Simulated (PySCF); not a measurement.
## Exercise with solution: chemical shift, span and skew from a shielding tensor

CH₆BeGe, SMILES [CH3][Be][GeH3]. Atoms are numbered in the order given.

```xyz
9

Be     0.0000     0.0000    -1.3065
C      0.0000     0.0000    -2.9795
H     -1.0166    -0.0204    -3.3883
H      0.5260    -0.8702    -3.3883
H      0.4906     0.8906    -3.3883
Ge     0.0000     0.0000     0.8987
H      1.4194    -0.0612     1.5030
H     -0.6567     1.2598     1.5030
H     -0.7627    -1.1986     1.5030
```
Charge 0, spin multiplicity 1.

Geometry optimised at PBE0-D3(BJ)/def2-TZVP.

GIAO shieldings from HF/pcSseg-1 run with PySCF, non-relativistic, no solvent. The symmetric part of the tensor of C2 has the principal values 188.1, 188.1, 205.4 ppm. The same nucleus in TMS has σ = 192.6 ppm at this level (PySCF, at its B3LYP-D3(BJ)/def2-TZVP geometry).

Q: Work out the isotropic shielding, the ¹³C shift against TMS, the span and the skew.

A: 
σ(iso) = (σ11 + σ22 + σ33)/3 = 193.9 ppm. δ = σ(ref) − σ(iso) = 192.6 − (193.9) = -1.3 ppm.
Span Ω = σ33 − σ11 = 17.3 ppm. Skew κ = 3(σ(iso) − σ22)/Ω = 1.00, an axial tensor. Tumbling in solution averages the tensor to δ; in a static solid the shielding alone would spread this spin-1/2 line over Ω.
